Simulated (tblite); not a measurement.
C₂ClO₂Pt (SMILES [O+]#[C-]->[Pt]([Cl])<-[C-]#[O+]), doublet, geometry from GFN2-xTB (such geometries of metal compounds can be far from the true shape) (the multiplicity is a formal guess); GFN1-xTB (tblite 0.6.0).

Input for tblite:
```
$ tblite run mol.xyz --method gfn1 --charge 0 --spin 1 --guess eeq --json tblite.json --no-restart

# file mol.xyz
6

Pt     0.00371783    -0.11568907     0.14753649
Cl    -1.93109576    -0.88150464    -0.35251612
O     -0.03880260     1.92335380    -1.90394946
C     -0.07715069     1.69516656    -0.78325718
O      2.83352493    -0.13392077     1.20667018
C      1.77396054    -0.07952286     0.79378428
```

Task: Predict the main parts of the log of this tblite run.

Result: 
```
xTB calculator
 | screened Coulomb repulsion
 | Coulomb electrostatics
 |  * isotropic Klopman-Ohno-Mataga-Nishimoto electrostatics
 |  * onsite third-order electrostatics
 | DFT-D3(BJ) dispersion correction

halogen bonding energy    0.0000000000000E+00 Eh
repulsion energy          1.5924883354128E-01 Eh
dispersion energy        -2.6743592106681E-03 Eh
number of electrons       3.7000000000000E+01 e
integral cutoff           3.1236740784742E+01 bohr

------------------------------------------------------------
  cycle        total energy    energy error   density error
------------------------------------------------------------
      1     -21.97138863408  -2.2127963E+01   7.0239770E-01
      2     -22.08821760420  -1.1682897E-01   4.1119179E-01
      3     -22.17786698086  -8.9649377E-02   2.6350442E-01
      4     -22.19939351597  -2.1526535E-02   3.6218942E-02
      5     -22.20189437925  -2.5008633E-03   8.5220119E-03
      6     -22.20190214981  -7.7705651E-06   5.3981095E-03
      7     -22.20191810102  -1.5951203E-05   2.8990213E-03
      8     -22.20192336415  -5.2631312E-06   5.5226666E-04
      9     -22.20192362474  -2.6059116E-07   1.0883828E-04
     10     -22.20192363769  -1.2950967E-08   9.4502421E-06
------------------------------------------------------------

electronic energy        -2.2358498112021E+01 Eh
total energy             -2.2201923637690E+01 Eh

Post processing:
 | Mayer-Wiberg bond orders

[Info] JSON dump of results written to 'tblite.json'
```
